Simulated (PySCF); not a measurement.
**Rh⁺ (rhodium, charge +1): LDA calculation**

Configuration: [Kr] 4d7 5s1, high-spin 5F determinant (an excited configuration). Computed with PySCF 2.14 in aug-cc-pwCVDZ-PP with ECP28MDF (6s6p5d3f, 70 functions), with a scalar-relativistic core potential.

```
Total energy                : -109.5371 hartree
One-electron energy         : -186.2021 hartree
Hartree (Coulomb) energy    : 87.4032 hartree
Exchange-correlation energy : -10.7382 hartree
⟨S²⟩                        : 6.0003
⟨L²⟩                        : 12.006
Sum of ⟨r⟩                  : 21.90 bohr
Sum of ⟨r²⟩                 : 37.93 bohr²
```

| shell | electrons | mean orbital energy (hartree) | spread (hartree) | rms radius, mean of both spins (bohr) |
| --- | --- | --- | --- | --- |
| 4s α | 1 | -3.51456 | 0 | 1.05 |
| 4s β | 1 | -3.42501 | 0 | 1.05 |
| 4p α | 3 | -2.32535 | 0 | 1.16 |
| 4p β | 3 | -2.23515 | 0 | 1.16 |
| 4d α | 5 | -0.65091 | 0.02761 | 1.64 |
| 4d β | 2 | -0.57165 | 0 | 1.64 |
| 5s α | 1 | -0.48370 | 0 | 2.97 |

Energies and moments cover only the electrons outside the core potential.
